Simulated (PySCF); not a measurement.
**Question.** What does the PBE0-D3(BJ)/def2-SVP structure of `N[SiH2][SiH2]O` look like in three dimensions?

**Answer.** 
```xyz
11
H7NOSi2 angstrom
N     -1.9083   -0.1933   -0.8719
Si    -0.7885   -0.1919    0.4543
Si     1.3796   -0.0674   -0.4420
O      2.5110    0.2602    0.7486
H     -1.8210    0.5074   -1.5994
H     -2.8825   -0.4267   -0.7148
H     -0.9339    0.9302    1.4553
H     -0.9933   -1.4543    1.2303
H      1.3822    0.9820   -1.5195
H      1.7970   -1.3554   -1.0645
H      2.2928    0.9822    1.3452
```

Any rigid rotation of these coordinates is as good. Atoms count from 1 in this order. Si3 (oxygen-bound silicon) is tetrahedral (angles from 106.1° to 111.8°). Si2 (SiH2 silicon) is distorted tetrahedral (angles from 105.7° to 116.4°). N1 (silicon-bound nitrogen) has angles 120.1°, 119.5° and 110.7°, sum 350.3°, 0.22 Å off the plane of its three neighbours.

Bonds between heavy atoms (Å): N1–Si2 1.736, Si2–Si3 2.349, Si3–O4 1.675.

Method: PySCF 2.14.0, PBE0-D3(BJ)/def2-SVP geometry optimisation, gas phase.

Point group: C1 (no symmetry element, even within 0.4 Å). No PBE0-D3(BJ)/def2-SVP frequencies stand behind this structure, so it isn't proved a minimum. One conformer, not necessarily the lowest (H–N1–Si2–Si3 -49° and 168°, N1–Si2–Si3–O4 168°, Si2–Si3–O4–H -48°).

The run took 31 s wall on an Arm Neoverse V1 with one thread, shared host with 32 logical CPUs at a one-minute load of 25, and the process peaked at 0.40 GiB of memory. These figures are those of the optimisation.
